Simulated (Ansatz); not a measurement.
Molecule: C2H8BN2, charge 0, multiplicity 2. It need not be the lowest isomer of its formula. SMILES: C(C)B([NH])N
Geometry from a B3LYP-D3(BJ)/def2-TZVP (Ansatz, an electronic-structure program) optimisation:
```xyz
13

C     -1.6696    -1.0195    -0.1156
C     -0.6277    -0.3947     0.8270
B      0.5208     0.3679     0.0214
N      0.2649     1.7147    -0.4065
N      1.6848    -0.3155    -0.3729
H     -2.1613    -0.2536    -0.7173
H     -1.2056    -1.7289    -0.8043
H     -2.4414    -1.5549     0.4418
H     -1.1317     0.2866     1.5176
H     -0.1697    -1.1774     1.4419
H      0.3858     2.4572     0.2801
H      1.8523    -1.2789    -0.1399
H      2.4039     0.1008    -0.9395
```
Charge 0, spin multiplicity 2.

Computed values are from Ansatz. Cores are frozen in the correlated levels unless marked. Open shells are spin-unrestricted. Spin-orbit coupling is left out. No relativistic terms. CBS(X,Y): correlation extrapolated as X^-3; Hartree-Fock from the larger set.

**Question.** What is the total energy at CCSD(T)/CBS(cc-pVTZ,cc-pVQZ)?

**Answer.** -215.1177 Eh.

**Question.** What is the atomisation energy De at CCSD(T)/CBS(cc-pVTZ,cc-pVQZ)?

**Answer.** 4928.2 kJ/mol.

**Question.** What is the dipole moment at CCSD(T)/aug-cc-pVDZ?

**Answer.** 1.85 D.

**Question.** What is the T1 diagnostic at CCSD/cc-pVQZ?

**Answer.** 0.014.
